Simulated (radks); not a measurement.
Task: Re IV, 72 electrons, occupied as [Xe] 4f14 5d4. Calculated with a radial shooting solver on a logarithmic mesh with Libxc functionals: Dirac Kohn-Sham, BP86, spin-unpolarised, spherical densities, point nucleus; open shells are shared between the two j in proportion to 2j + 1. Some entries of the table are withheld. Estimate them.

orbital,occ.,eigenvalue (hartree),<1/r> (bohr^-1),<r^2> (bohr^2)
1s1/2,2,-2631.341,88.82,0.0004477
2s1/2,2,-456.7981,21.65,0.006815
2p1/2,2,-437.1015,21.61,0.004858
2p3/2,4,-384.1679,18.04,0.006056
3s1/2,2,-106.6003,7.947,0.04446
3p1/2,2,(1),7.859,0.04075
3p3/2,4,(2),6.937,0.04730
3d3/2,4,-71.58357,6.831,0.03659
3d5/2,6,-69.08921,6.614,0.03838
4s1/2,2,-23.11806,3.343,0.2192
4p1/2,2,-19.45462,3.232,0.2256
4p3/2,4,-16.77276,2.911,0.2604
4d3/2,4,-10.76327,2.699,0.2822
4d5/2,6,-10.26791,2.622,0.2952
5s1/2,2,-4.22362,1.310,1.199
5p1/2,2,-3.11164,(3),1.442
4f5/2,6,-2.70644,2.182,0.4109
5p3/2,4,-2.70151,(4),1.700
4f7/2,8,-2.61401,2.150,0.4238
5d3/2,1.6,-1.24318,0.7814,(5)
5d5/2,2.4,-1.20236,0.7585,(6)
6s1/2,0,-1.08168,0.5111,7.020
6p1/2,0,-0.82720,0.4408,9.400
6p3/2,0,-0.76616,0.4113,10.74

Result: 
(1) 3p1/2 eigenvalue (hartree): -97.81603
(2) 3p3/2 eigenvalue (hartree): -86.32132
(3) 5p1/2 <1/r> (bohr^-1): 1.183
(4) 5p3/2 <1/r> (bohr^-1): 1.072
(5) 5d3/2 <r^2> (bohr^2): 3.150
(6) 5d5/2 <r^2> (bohr^2): 3.321
